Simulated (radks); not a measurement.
Values are calculated unless marked as measured or tabulated.
Question: Code: a radial shooting solver on a logarithmic mesh with Libxc functionals. Model: non-relativistic Kohn-Sham, LDA (Slater exchange, Perdew-Wang correlation), spin-polarised, spherical densities, point nucleus. Response by self-consistent Sternheimer equations with the Hartree and adiabatic LDA kernel. Rank Rb7+, Ge2+, Se4+, Br5+, Zn, Ga+, Kr6+, As3+, Sr8+ (NIST ground configurations) by static dipole polarisability, largest first.

Answer: Zn 38.53, Ga+ 17.69, Ge2+ 10.44, As3+ 6.935, Se4+ 4.938, Br5+ 3.685, Kr6+ 2.845, Rb7+ 2.255, Sr8+ 1.825 bohr^3.
